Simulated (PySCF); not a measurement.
F3NbO, multiplicity 1. Atoms are numbered in the order given.

```xyz
5

Nb     0.0000     0.0000    -0.0245
O      0.0000     0.0000    -1.7161
F      1.5383     0.8882     0.5457
F      0.0000    -1.7763     0.5457
F     -1.5383     0.8882     0.5457
```
Charge 0, spin multiplicity 1.

The structure is a stationary point at B3LYP-D3(BJ)/def2-SVP. The spin state was assumed, not searched. The def2 effective core potentials stand for the cores of Nb; spin–orbit coupling is left out.

Method: ωB97X/def2-TZVPD run with PySCF.

Symmetry labels are those of the subgroup Cs that the program uses (full group C3v).

Computed valence orbital energies around the gap with their symmetry:
```tsv
orbital	symmetry	energy (eV)
HOMO−7	A"	-16.42
HOMO−6	A'	-15.79
HOMO−5	A'	-15.36
HOMO−4	A"	-15.36
HOMO−3	A"	-15.24
HOMO−2	A'	-13.45
HOMO−1	A"	-13.16
HOMO	A'	-13.16
LUMO	A"	-0.16
LUMO+1	A'	-0.16
LUMO+2	A'	0.92
LUMO+3	A"	1.41
```
